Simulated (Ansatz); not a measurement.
CH5NOSSi can be A, `NC(=S)[SiH2]O`, or B, `C=N[SiH](O)S`.

Computed with Ansatz on PBE0-D4/def2-TZVP structures; ΔE is electronic, products minus reactants. CBS: MP2 limit from def2 TZ/QZ plus the TZ coupled-cluster correction, frozen cores. Functionals use def2-TZVPP. B3LYP here is the variant with VWN-RPA as its local correlation; programs differ in this. Each species was taken in one conformer, which may not be the lowest.

(1) Which isomer does CCSD(T)/CBS put lower? Give the gap. (An estimate is asked.)

(2) Give E(B) − E(A) in kcal/mol with MP2/def2-TZVPP, B3LYP-D4, CCSD(T)/def2-TZVPP, B3LYP, B2PLYP, PBE-D4, HF/def2-TZVPP. (Best estimate.)

Largest T1 diagnostic: 0.017.

## Answers

(1) Ansatz gave: B, by 19.4 kcal/mol.

(2) The calculation gave: MP2/def2-TZVPP -18.8, B3LYP-D4 -16.9, CCSD(T)/def2-TZVPP -19.9, B3LYP -17.1, B2PLYP -17.8, PBE-D4 -13.6, HF/def2-TZVPP -24.1. None reverses the order clearly.

From PBE to PBE0 (25 % exact exchange), in def2-TZVPP and without D4, E(B) − E(A) moves by −2.1 kcal/mol. In def2-TZVPP, CCSD(T) changes the Hartree–Fock value by +4.3 kcal/mol (the triples alone add +1.4 kcal/mol) and MP2 by +5.3 kcal/mol.
